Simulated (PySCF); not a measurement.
silyloxysilylformaldehyde (CH6O2Si2), SMILES O=C[SiH2]O[SiH3]. Heavy atoms are numbered as in [O:1]=[CH:2][SiH2:3][O:4][SiH3:5]. Hydrogens are named by the atom that carries them.

Geometry optimised at B3LYP-D3(BJ)/def2-SVP. The values are those of a single conformer.

All values below come from PBE/pcSseg-1 in PySCF.

GIAO shieldings, no solvent; atoms alike by connectivity are averaged. δ = σ(ref) − σ: ¹⁷O against H2O (σ = 334.3 ppm); ¹³C against TMS (σ = 182.0 ppm); ²⁹Si against TMS (σ = 335.4 ppm); ¹H against TMS (σ = 31.49 ppm), references at their B3LYP-D3(BJ)/def2-TZVP geometries, non-relativistic.

```tsv
atoms	nucleus	count	δ (ppm)
O1	¹⁷O	1	939.3
O4	¹⁷O	1	11.4
C2 (CH)	¹³C	1	?
Si5 (SiH3)	²⁹Si	1	-35.2
Si3 (SiH2)	²⁹Si	1	?
H on C2	¹H	1	12.71
H on Si5	¹H	3	?
H on Si3	¹H	2	?
```

**Question.** Some entries are withheld; supply them. (An estimate is asked for; the answer gives what the named calculation found.)

**Answer.** 
- Si3 (SiH2), δ (ppm): -57.2
- C2 (CH), δ (ppm): 250.5
- H on Si5, δ (ppm): 5.63
- H on Si3, δ (ppm): 5.08
